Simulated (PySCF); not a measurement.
**One change at a time: excitation energies**

Method: TDDFT wB97X-D/def2-SVPD, vertical, gas phase, core orbitals frozen in the response, def2 core potentials past Kr in PySCF. Geometries: PBE0-D3(BJ)/def2-SVP; one conformer of each isolated species. Triplets are in the Tamm–Dancoff approximation. Atoms past krypton carry core potentials; spin–orbit coupling is left out.

Parent: W(CH)Cl3 (`[CH]#[W]([Cl])([Cl])[Cl]`), with lowest singlet excitation energy 2.96 eV, lowest triplet energy 2.74 eV, HOMO–LUMO gap 8.33 eV, mean static polarisability 92.0 au, S1–T1 gap 0.22 eV, HOMO energy -9.75 eV. Its spectrum: 418 nm (f 0.000); 388 nm (f 0.005); 381 nm (f 0.002 summed over 2 states); 245 nm (f 0.001); 244 nm (f 0.022 summed over 2 states).

Question: How do these changes move the values? ligand (all three): Cl to NH2 (`[CH]#[W]([NH2])([NH2])[NH2]`); ligand (all three): Cl to F (`[CH]#[W]([F])([F])[F]`); ligand (all three): Cl to OH (`[CH]#[W]([OH])([OH])[OH]`); ligand (all three): Cl to OMe (`[CH]#[W]([O]C)([O]C)[O]C`); ligand (all three): Cl to Me (`[CH]#[W]([CH3])([CH3])[CH3]`).

Answer: 

```tsv
change	SMILES	Δ S1 (eV)	Δ T1 (eV)	Δ gap (eV)	Δ α (au)	Δ S1−T1 (eV)	Δ HOMO (eV)
ligand (all three): Cl to NH2	[CH]#[W]([NH2])([NH2])[NH2]	+1.56	+1.10	+1.39	-10.7	+0.47	+1.37
ligand (all three): Cl to F	[CH]#[W]([F])([F])[F]	+0.78	+0.55	+1.27	-44.1	+0.24	-0.11
ligand (all three): Cl to OH	[CH]#[W]([OH])([OH])[OH]	+1.40	+1.02	+1.71	-28.1	+0.37	+0.80
ligand (all three): Cl to OMe	[CH]#[W]([O]C)([O]C)[O]C	+1.53	+1.15	+1.75	+13.2	+0.37	+1.14
ligand (all three): Cl to Me	[CH]#[W]([CH3])([CH3])[CH3]	+0.48	+0.21	+0.62	+2.6	+0.27	+1.27
```

All changes raise S1, and it rises most with ligand (all three): Cl to NH2 (+1.56 eV). S1 is simply the lowest singlet of each species and needn't be the same kind of state throughout. Over these 5 changes the shifts of S1 and of the HOMO–LUMO gap correlate with r = 0.87.

Lowest levels of each derivative:
- `[CH]#[W]([NH2])([NH2])[NH2]`: 4.53 eV (f 0.000); 4.85 eV (f 0.000 summed over 2 states); 5.16 eV (f 0.018 summed over 2 states)
- `[CH]#[W]([F])([F])[F]`: 3.74 eV (f 0.000); 4.10 eV (f 0.002 summed over 2 states); 4.20 eV (f 0.011)
- `[CH]#[W]([OH])([OH])[OH]`: 4.36 eV (f 0.000); 4.68 eV (f 0.004 summed over 2 states); 5.03 eV (f 0.023)
- `[CH]#[W]([O]C)([O]C)[O]C`: 4.49 eV (f 0.000); 4.80 eV (f 0.005 summed over 2 states); 5.02 eV (f 0.012)
- `[CH]#[W]([CH3])([CH3])[CH3]`: 3.44 eV (f 0.000); 3.76 eV (f 0.000 summed over 2 states); 4.13 eV (f 0.025)
